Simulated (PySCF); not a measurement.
Species: C2H5BF2O.
SMILES with atom numbers: `[CH3:1][B:2]([F:3])[O:4][CH2:5][F:6]` (hydrogens: H7, H8, H9 on C1; H10, H11 on C5)

A GFN2-xTB structure with every atom displaced at random (by about 0.01 Å) was refined with PySCF 2.14.0, PBE0-D3(BJ)/def2-SVP geometry optimisation, gas phase. Values at the start:

| coordinate | start |
| --- | --- |
| C1–B2 | 1.606 Å |
| C1–H7 | 1.080 Å |
| B2–F3 | 1.350 Å |
| B2–O4 | 1.313 Å |
| O4–C5 | 1.417 Å |
| C5–F6 | 1.377 Å |
| C5–H10 | 1.092 Å |
| C1–B2–F3 | 121.4° |
| C1–B2–O4 | 119.7° |
| B2–O4–C5 | 124.1° |
| F3–B2–O4 | 118.9° |
| O4–C5–F6 | 108.6° |
| C1–B2–O4–C5 | 178° |
| B2–O4–C5–F6 | -102° |

How do these coordinates change at the PBE0-D3(BJ)/def2-SVP level?

```
 coordinate  PBE0-D3(BJ)/def2-SVP (Å or °)  change
      B2–O4                          1.361  +0.048
      C1–B2                          1.558  -0.048
      O4–C5                          1.384  -0.033
      C1–H7                          1.102  +0.022
      C5–F6                          1.358  -0.019
      B2–F3                          1.335  -0.015
     C5–H10                          1.101  +0.009
   B2–O4–C5                          121.6    -2.5
   C1–B2–O4                          121.7    +2.0
   O4–C5–F6                          109.6    +1.0
   F3–B2–O4                          117.9    -1.0
   C1–B2–F3                          120.4    -1.0
B2–O4–C5–F6                            -83     +19
C1–B2–O4–C5                            175      -3
```

The energy falls by 0.188 eV over 15 energy and gradient evaluations, the largest force component goes from 0.0519 to 1.5e-04 Eh/bohr, and the atoms move by 0.206 Å rms after alignment. Among the bonds, C1–B2 and B2–O4 change most and about equally (-0.048 to +0.048 Å). Bonds longer at the end by more than 0.005 Å: 5 of 10; shorter: 5. Among the dihedrals that turn most is B2–O4–C5–H11, from 15° to 37°. Rotational constants go from 7018, 2038, 1761 to 7032, 2170, 1895 MHz.

The run used 109 basis functions and 93 SCF cycles in all. The run took 60 s on one thread of an Arm Neoverse V1, shared host, and the process peaked at 0.44 GiB of memory.

Stationary, but not proved a minimum. One conformer, not necessarily the lowest.
